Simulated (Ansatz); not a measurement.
Ideal-gas functions of `[SiH3][NH][SbH2]` at 600 K and 1 bar, from an Ansatz frequency run at PBE0-D4/def2-TZVP.

Molar mass 169.9 g/mol, point group C1 (symmetry number 1), electronic degeneracy 1, moments of inertia 23.055, 310.778, 321.971 u Å². Harmonic wavenumbers (cm⁻¹, unscaled): 88, 103, 143, 266, 491, 649, 665, 706, 774, 856, 897, 925, 961, 980, 1165, 1919, 1949, 2186, 2212, 2222, 3635.

Use S(trans) = R[1.5 ln M + 2.5 ln T − 1.1517]; rotational temperatures θ = 24.2544 K / I; S(rot) = R[ln(√π/σ · √(T³/θAθBθC)) + 1.5]; for each mode x = 1.438777 ν̃/T, S = R[x/(eˣ − 1) − ln(1 − e⁻ˣ)] and H = RT x/(eˣ − 1); 1 cm⁻¹ = 0.0119627 kJ/mol; R = 8.31446 J/(mol·K).

By hand: the entropy, in J/(mol·K).

Translation 187.4. Rotation: θ = 1.052, 0.078, 0.0753 K, giving 118.2. Vibration, mode by mode: 21.27, 19.96, 17.25, 12.19, 7.42, 5.43, 5.26, 4.86, 4.27, 3.66, 3.38, 3.21, 3.00, 2.89, 2.04, 0.47, 0.44, 0.28, 0.26, 0.26, 0.01, in all 117.8. Electronic 0.0. Sum 423.4 J/(mol·K).

By hand: H − E and G − E in kJ/mol, counted from the electronic energy.

Zero-point energy ½ × 23792 × 0.0119627 = 142.3; thermal vibration 35.5; translation, rotation and pV give 4 RT = 20.0. H − E = 197.8 kJ/mol, and G − E = 197.8 − 600 × 423.4/1000 = -56.2 kJ/mol.

Vibration gives 28 % of the entropy, 58.5 J/(mol·K) of it from the modes under 150 cm⁻¹: soft modes count most, and the harmonic formula is weakest for them. The sum counts one conformer and one mirror image; others add a mixing term.
